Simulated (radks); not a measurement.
All-electron atom: neutral carbon in [He] 2s2 2p2 (the NIST ground configuration).

Calculated with a radial shooting solver on a logarithmic mesh with Libxc functionals: non-relativistic Kohn-Sham, revTPSS, spin-polarised, spherical densities, point nucleus; open shells are filled with parallel spins first; meta-GGA in the generalised Kohn-Sham scheme.

Energy parts (eV):
total: -1029.823
kinetic: 1026.135
electron-nucleus: -2398.737
Hartree: 484.156
exchange-correlation: -141.377

Orbitals (lengths in bohr, moments of r in powers of bohr; r(90%) holds 90 % of the orbital's charge):
1s up: occ. 1; eigenvalue (eV) -276.2278; r(90%) 0.484; <r^4> 0.02584; <1/r> 5.648
1s down: occ. 1; eigenvalue (eV) -275.3612; r(90%) 0.482; <r^4> 0.02526; <1/r> 5.662
2s up: occ. 1; eigenvalue (eV) -15.1976; r(90%) 2.47; <r^4> 16.05; <1/r> 0.9274
2s down: occ. 1; eigenvalue (eV) -12.1106; r(90%) 2.59; <r^4> 20.04; <1/r> 0.8890
2p up: occ. 2; eigenvalue (eV) -6.1251; r(90%) 2.98; <r^4> 37.82; <1/r> 0.7827

The highest occupied level is 2p up at -6.125 eV. For comparison, the ionisation energy in NIST's Atomic Spectra Database is 11.260 eV (measured). In exact Kohn-Sham theory the highest level is minus the ionisation energy, but local and semilocal functionals leave it too shallow, through self-interaction and a potential that decays too fast; potentials with the right tail come closer. Spin moment in Bohr magnetons: 2. The electron density at the nucleus is 127.8 e/bohr^3.

Run on one thread of a shared host, so times are rough (Arm Neoverse N1): 0.3 s of CPU time, 0.3 s wall, 28 iterations on 2597 mesh points.

Empty levels of this run are not shown, since the potential may be unsettled where no density lies.
